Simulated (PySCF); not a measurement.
Species: C4H8FNSi2.
Numbering: `[CH3:1][C@@H:2]1[SiH2:3][C@@H:4]([F:5])[Si@H:6]1[C:7]#[N:8]` (hydrogens: H9, H10, H11 on C1; H12 on C2; H13, H14 on Si3; H15 on C4; H16 on Si6)

The same species was optimised twice, with GFN2-xTB and with PBE0-D3(BJ)/def2-SVP (PySCF), and the same property calculations (PySCF, gas phase) were run on both structures.

| coordinate | GFN2-xTB | PBE0-D3(BJ)/def2-SVP | change |
| --- | --- | --- | --- |
| C4–Si6 (Å) | 1.938 | 1.908 | -0.030 |
| C2–Si6 (Å) | 1.928 | 1.901 | -0.027 |
| C4–F5 (Å) | 1.390 | 1.365 | -0.025 |
| Si3–C4 (Å) | 1.944 | 1.925 | -0.019 |
| C2–Si3 (Å) | 1.936 | 1.920 | -0.016 |
| C7≡N8 (Å) | 1.145 | 1.160 | +0.015 |
| Si6–C7 (Å) | 1.864 | 1.858 | -0.006 |
| C1–C2 (Å) | 1.527 | 1.532 | +0.005 |
| Si3–C4–F5 (°) | 115.7 | 122.5 | +6.8 |
| F5–C4–Si6 (°) | 116.4 | 122.3 | +5.9 |
| Si3–C2–Si6 (°) | 93.0 | 87.5 | -5.5 |
| Si3–C4–Si6 (°) | 92.4 | 87.2 | -5.2 |
| C4–Si6–C7 (°) | 111.5 | 109.0 | -2.5 |
| C2–Si6–C4 (°) | 86.8 | 89.1 | +2.3 |
| C2–Si6–C7 (°) | 111.0 | 109.3 | -1.7 |
| C2–Si3–C4 (°) | 86.4 | 88.0 | +1.6 |

Rotational constants: A = 1686, B = 1205, C = 848.5 MHz (GFN2-xTB) against A = 1641, B = 1230, C = 916.6 MHz (PBE0-D3(BJ)/def2-SVP). Point groups within 0.08 Å: C1 and C1.

On the GFN2-xTB structure: lowest singlet, TDDFT (eV) 5.89 [wB97X-D/def2-SVPD]; isotropic polarisability (au) 99.8 [wB97X-D/def2-SVPD]; HOMO (eV) -9.99 [wB97X-D/def2-SVPD]; LUMO (eV) 0.46 [wB97X-D/def2-SVPD]; dipole (D) 5.24 [wB97X-D/def2-SVPD].

Problem. What do these properties become on the PBE0-D3(BJ)/def2-SVP structure?

Solution. 
```json
{"property": "lowest singlet, TDDFT (eV)", "level": "wB97X-D/def2-SVPD", "on GFN2-xTB": "5.89", "on PBE0-D3(BJ)/def2-SVP": "6.16", "change": "+0.27"}
{"property": "isotropic polarisability (au)", "level": "wB97X-D/def2-SVPD", "on GFN2-xTB": "99.8", "on PBE0-D3(BJ)/def2-SVP": "100.2", "change": "+0.4"}
{"property": "HOMO (eV)", "level": "wB97X-D/def2-SVPD", "on GFN2-xTB": "-9.99", "on PBE0-D3(BJ)/def2-SVP": "-10.05", "change": "-0.06"}
{"property": "LUMO (eV)", "level": "wB97X-D/def2-SVPD", "on GFN2-xTB": "0.46", "on PBE0-D3(BJ)/def2-SVP": "0.65", "change": "+0.19"}
{"property": "dipole (D)", "level": "wB97X-D/def2-SVPD", "on GFN2-xTB": "5.24", "on PBE0-D3(BJ)/def2-SVP": "5.10", "change": "-0.14"}
{"property": "energy, GFN2-xTB geometry as zero (kcal/mol)", "level": "wB97X-D/def2-SVPD", "on GFN2-xTB": "0.0", "on PBE0-D3(BJ)/def2-SVP": "-4.7", "change": "-4.7"}
```

The heavy atoms differ by 0.239 Å rms after alignment. Among bonds between heavy atoms C4–Si6 changes most (-0.030 Å). Changes are differences of the printed values. Neither structure is proved a minimum here.

The pairwise dispersion term of wB97X-D wasn't added to the energies; at a given geometry it leaves orbitals and properties as they are.
